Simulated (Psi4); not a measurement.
A run for Psi4: SAPT0/jun-cc-pV(D+d)Z on ClH4P (a complex), monomers drawn apart or pushed together.

```
memory 8100 MB

molecule dimer {
0 1
Cl    0.43620900   -0.61606929   -0.34371464
H     0.24392433    0.36085917   -1.15171167
--
0 1
P    -0.02012553    0.16119911    3.80337312
H    -0.28137676    0.90872863    4.98205063
H     0.83356996    1.15251106    3.25763416
H    -1.16714144    0.65283414    3.13108082
units angstrom
symmetry c1
no_reorient
no_com
}

set {
  basis jun-cc-pV(D+d)Z
  scf_type df
  freeze_core true
}

energy('sapt0')
```

It printed:

```
[...]
==> Input File <==

--------------------------------------------------------------------------
memory 8100 MB

molecule dimer {
0 1
Cl    0.43620900   -0.61606929   -0.34371464
H     0.24392433    0.36085917   -1.15171167
--
0 1
P    -0.02012553    0.16119911    3.80337312
H    -0.28137676    0.90872863    4.98205063
H     0.83356996    1.15251106    3.25763416
H    -1.16714144    0.65283414    3.13108082
units angstrom
symmetry c1
no_reorient
no_com
}

set {
  basis jun-cc-pV(D+d)Z
  scf_type df
  freeze_core true
}

energy('sapt0')
--------------------------------------------------------------------------


   => Loading Basis Set <=

    Name: JUN-CC-PV(D+D)Z
    Role: ORBITAL
    Keyword: BASIS
    atoms 1      entry CL         line   764 file jun-cc-pv_dpd_z.gbs
    atoms 2, 4-6 entry H          line    60 file jun-cc-pv_dpd_z.gbs
    atoms 3      entry P          line   632 file jun-cc-pv_dpd_z.gbs

   => Loading Basis Set <=

    Name: JUN-CC-PV(D+D)Z
    Role: ORBITAL
    Keyword: BASIS
    atoms 1      entry CL         line   764 file jun-cc-pv_dpd_z.gbs
    atoms 2, 4-6 entry H          line    60 file jun-cc-pv_dpd_z.gbs
    atoms 3      entry P          line   632 file jun-cc-pv_dpd_z.gbs


  //>>>>>>>>>>>>>>>>>>>>>>>>>>>>>>>>>>>//
  //              Dimer HF             //
  //<<<<<<<<<<<<<<<<<<<<<<<<<<<<<<<<<<<//

   => Libint2 <=

    Primary   basis highest AM E, G, H:  7, 6, 3
    Auxiliary basis highest AM E, G, H:  7, 7, 4
    Onebody   basis highest AM E, G, H:  -, -, -
    Solid Harmonics ordering:            Gaussian


   => Loading Basis Set <=

    Name: JUN-CC-PV(D+D)Z
    Role: ORBITAL
    Keyword: BASIS
    atoms 1      entry CL         line   764 file jun-cc-pv_dpd_z.gbs
    atoms 2, 4-6 entry H          line    60 file jun-cc-pv_dpd_z.gbs
    atoms 3      entry P          line   632 file jun-cc-pv_dpd_z.gbs


         ---------------------------------------------------------
                                   SCF
               by Justin Turney, Rob Parrish, Andy Simmonett
                          and Daniel G. A. Smith
                              RHF Reference
                        4 Threads,   7724 MiB Core
         ---------------------------------------------------------

  ==> Geometry <==

    Molecular point group: c1
    Full point group: C1

    Geometry (in Angstrom), charge = 0, multiplicity = 1:

       Center              X                  Y                   Z               Mass
    ------------   -----------------  -----------------  -----------------  -----------------
         CL           0.436209000000    -0.616069290000    -0.343714640000    34.968852682000
         H            0.243924330000     0.360859170000    -1.151711670000     1.007825032230
         P           -0.020125530000     0.161199110000     3.803373120000    30.973761998420
         H           -0.281376760000     0.908728630000     4.982050630000     1.007825032230
         H            0.833569960000     1.152511060000     3.257634160000     1.007825032230
         H           -1.167141440000     0.652834140000     3.131080820000     1.007825032230

  Running in c1 symmetry.

  Rotational constants: A =      0.74209  B =      0.03342  C =      0.03226 [cm^-1]
  Rotational constants: A =  22247.37351  B =   1002.02790  C =    967.17385 [MHz]
  Nuclear repulsion =   64.360504932930354

  Charge       = 0
  Multiplicity = 1
  Electrons    = 36
  Nalpha       = 18
  Nbeta        = 18

  ==> Algorithm <==

  SCF Algorithm Type is DF.
  DIIS enabled.
  MOM disabled.
  Fractional occupation disabled.
  Guess Type is SAD.
  Energy threshold   = 1.00e-08
  Density threshold  = 1.00e-08
  Integral threshold = 1.00e-12

  ==> Primary Basis <==

  Basis Set: JUN-CC-PV(D+D)Z
    Blend: JUN-CC-PV(D+D)Z
    Number of shells: 34
    Number of basis functions: 74
    Number of Cartesian functions: 78
    Spherical Harmonics?: true
    Max angular momentum: 2

   => Loading Basis Set <=

    Name: (JUN-CC-PV(D+D)Z AUX)
    Role: JKFIT
    Keyword: DF_BASIS_SCF
    atoms 1      entry CL         line   746 file jun-cc-pvdz-jkfit.gbs
    atoms 2, 4-6 entry H          line    70 file jun-cc-pvdz-jkfit.gbs
    atoms 3      entry P          line   586 file jun-cc-pvdz-jkfit.gbs

  ==> Integral Setup <==

  DFHelper Memory: AOs need 0.014 GiB; user supplied 5.658 GiB.
  SCF_SUBTYPE=INCORE selected. In-core MEM_DF algorithm will be used.
  Using in-core AOs.

  ==> MemDFJK: Density-Fitted J/K Matrices <==

    J tasked:                   Yes
    K tasked:                   Yes
    wK tasked:                   No
    OpenMP threads:               4
    Algorithm:                 Core
    Schwarz Cutoff:           1E-12
    Mask sparsity (%):       7.2316
    Fitting Condition:        1E-10

   => Auxiliary Basis Set <=

  Basis Set: (JUN-CC-PV(D+D)Z AUX)
    Blend: JUN-CC-PVDZ-JKFIT
    Number of shells: 114
    Number of basis functions: 334
    Number of Cartesian functions: 380
    Spherical Harmonics?
[...]
 63A      4.450897
      64A      4.453236    65A      7.894004    66A     13.466619
      67A     13.467232    68A     13.509108    69A     13.509512
      70A     13.657940    71A     23.864930    72A     23.878826
      73A     24.314392    74A    156.648015

    Final Occupation by Irrep:
              A
    DOCC [     9 ]
    NA   [     9 ]
    NB   [     9 ]

  @DF-RHF Final Energy:  -342.47677041315751

   => Energetics <=

    Nuclear Repulsion Energy =             17.5573885636513864
    One-Electron Energy =                -508.2956115639682935
    Two-Electron Energy =                 148.2614525871593969
    Total Energy =                       -342.4767704131575101

Computation Completed


Properties will be evaluated at   0.000000,   0.000000,   0.000000 [a0]

Properties computed using the SCF density matrix


 Multipole Moments:

 ------------------------------------------------------------------------------------
     Multipole            Electronic (a.u.)      Nuclear  (a.u.)        Total (a.u.)
 ------------------------------------------------------------------------------------

 L = 1.  Multiply by 2.5417464519 to convert [e a0] to [Debye]
 Dipole X            :          1.6607020           -1.7325599           -0.0718579
 Dipole Y            :         -9.4088555            9.6981888            0.2893332
 Dipole Z            :       -129.3040058          129.2976361           -0.0063697
 Magnitude           :                                                    0.2981910

 ------------------------------------------------------------------------------------

  Constructing Basis Sets for SAPT...

   => Loading Basis Set <=

    Name: (JUN-CC-PV(D+D)Z AUX)
    Role: RIFIT
    Keyword: DF_BASIS_SAPT
    atoms 1      entry CL         line   544 file jun-cc-pvdz-ri.gbs
    atoms 2, 4-6 entry H          line    30 file jun-cc-pvdz-ri.gbs
    atoms 3      entry P          line   432 file jun-cc-pvdz-ri.gbs

   => Loading Basis Set <=

    Name: (JUN-CC-PV(D+D)Z AUX)
    Role: JKFIT
    Keyword: DF_BASIS_ELST
    atoms 1      entry CL         line   746 file jun-cc-pvdz-jkfit.gbs
    atoms 2, 4-6 entry H          line    70 file jun-cc-pvdz-jkfit.gbs
    atoms 3      entry P          line   586 file jun-cc-pvdz-jkfit.gbs


  //>>>>>>>>>>>>>>>>>>>>>>>>>>>>>>>>>>>//
  //               SAPT0               //
  //<<<<<<<<<<<<<<<<<<<<<<<<<<<<<<<<<<<//



        SAPT0
    Ed Hohenstein
     6 June 2009

      Orbital Information
  --------------------------
    NSO        =        74
    NMO        =        74
    NRI        =       226
    NRI (Elst) =       334
    NOCC A     =         9
    NOCC B     =         9
    FOCC A     =         5
    FOCC B     =         5
    NVIR A     =        65
    NVIR B     =        65

    Elst10,r            =    -0.000347010931 [Eh]
    Exch10              =     0.000408311047 [Eh]
    Exch10 (S^2)        =     0.000408126706 [Eh]

    Maxiter = 50
    CPHF R converge = 1.000000E-08

    Iter     Energy [mEh]          dE [mEh]         Residual      Time [s]
       1      -0.06731483       0.067314827     1.007212e-03             0
       2      -0.07964296       0.012328131     3.193286e-04             0
       3      -0.08012039       0.000477430     5.859887e-05             0
       4      -0.07986322      -0.000257170     9.655582e-06             0
       5      -0.07987737       0.000014147     2.603391e-06             0
       6      -0.07988164       0.000004272     2.891278e-07             0
       7      -0.07988095      -0.000000684     5.947834e-08             0
       8      -0.07988106       0.000000101     1.457312e-08             0
       9      -0.07988104      -0.000000016     3.867173e-09             1

    CHF Iterations converged

    Maxiter = 50
    CPHF R converge = 1.000000E-08

    Iter     Energy [mEh]          dE [mEh]         Residual      Time [s]
       1      -0.07819041       0.078190409     1.080613e-03             0
       2      -0.08583783       0.007647422     2.779385e-04             0
       3      -0.08708295       0.001245116     4.716932e-05             0
       4      -0.08678371      -0.000299238     8.791408e-06             0
       5      -0.08681930       0.000035595     1.860760e-06             0
       6      -0.08681739      -0.000001914     5.378126e-07             0
       7      -0.08681644      -0.000000947     1.010636e-07             0
       8      -0.08681667       0.000000231     1.333876e-08             0
       9      -0.08681666      -0.000000009     3.944468e-09             0

    CHF Iterations converged

    Ind20,r (A<-B)      =    -0.000079881040 [Eh]
    Ind20,r (B<-A)      =    -0.000086816665 [Eh]
    Ind20,r             =    -0.000166697705 [Eh]
    Exch-Ind20,r (A<-B) =     0.000067730365 [Eh]
    Exch-Ind20,r (B<-A) =     0.000069289678 [Eh]
    Exch-Ind20,r        =     0.000137020043 [Eh]
    Disp20              =    -0.000524534552 [Eh]
    Disp20 (SS)         =    -0.000262267276 [Eh]
    Disp20 (OS)         =    -0.000262267276 [Eh]
    Exch-Disp20         =     0.000029035346 [Eh]
    Exch-Disp20 (SS)    =     0.000014162736 [Eh]
    Exch-Disp20 (OS)    =     0.000014872610 [Eh]

    SAPT Results
  --------------------------------------------------------------------------------------------------------
    Electrostatics                 -0.34701093 [mEh]      -0.21775265 [kcal/mol]      -0.91107707 [kJ/mol]
      Elst10,r                     -0.34701093 [mEh]      -0.21775265 [kcal/mol]      -0.91107707 [kJ/mol]

    Exchange                        0.40831105 [mEh]       0.25621905 [kcal/mol]       1.07202051 [kJ/mol]
      Exch10                        0.40831105 [mEh]       0.25621905 [kcal/mol]       1.07202051 [kJ/mol]
      Exch10(S^2)                   0.40812671 [mEh]       0.25610337 [kcal/mol]       1.07153652 [kJ/mol]

    Induction                      -0.05846346 [mEh]      -0.03668637 [kcal/mol]      -0.15349578 [kJ/mol]
      Ind20,r                      -0.16669770 [mEh]      -0.10460439 [kcal/mol]      -0.43766476 [kJ/mol]
      Exch-Ind20,r                  0.13702004 [mEh]       0.08598138 [kcal/mol]       0.35974607 [kJ/mol]
      delta HF,r (2)               -0.02878580 [mEh]      -0.01806336 [kcal/mol]      -0.07557710 [kJ/mol]

    Dispersion                     -0.49549921 [mEh]      -0.31093045 [kcal/mol]      -1.30093299 [kJ/mol]
      Disp20                       -0.52453455 [mEh]      -0.32915040 [kcal/mol]      -1.37716528 [kJ/mol]
      Exch-Disp20                   0.02903535 [mEh]       0.01821995 [kcal/mol]       0.07623229 [kJ/mol]
      Disp20 (SS)                  -0.26226728 [mEh]      -0.16457520 [kcal/mol]      -0.68858264 [kJ/mol]
      Disp20 (OS)                  -0.26226728 [mEh]      -0.16457520 [kcal/mol]      -0.68858264 [kJ/mol]
      Exch-Disp20 (SS)              0.01416274 [mEh]       0.00888725 [kcal/mol]       0.03718426 [kJ/mol]
      Exch-Disp20 (OS)              0.01487261 [mEh]       0.00933270 [kcal/mol]       0.03904803 [kJ/mol]

  Total HF                          0.00283666 [mEh]       0.00178003 [kcal/mol]       0.00744765 [kJ/mol]
  Total SAPT0                      -0.49266255 [mEh]      -0.30915042 [kcal/mol]      -1.29348534 [kJ/mol]

  Special recipe for scaled SAPT0 (see Manual):
    Electrostatics sSAPT0          -0.34701093 [mEh]      -0.21775265 [kcal/mol]      -0.91107707 [kJ/mol]
    Exchange sSAPT0                 0.40831105 [mEh]       0.25621905 [kcal/mol]       1.07202051 [kJ/mol]
    Induction sSAPT0               -0.05827771 [mEh]      -0.03656981 [kcal/mol]      -0.15300810 [kJ/mol]
    Dispersion sSAPT0              -0.49545984 [mEh]      -0.31090575 [kcal/mol]      -1.30082964 [kJ/mol]
  Total sSAPT0                     -0.49243744 [mEh]      -0.30900916 [kcal/mol]      -1.29289431 [kJ/mol]
  --------------------------------------------------------------------------------------------------------



*** Psi4 exiting successfully. Buy a developer a beer!
```

The run finished.

Cost: roughly 21 core-seconds.
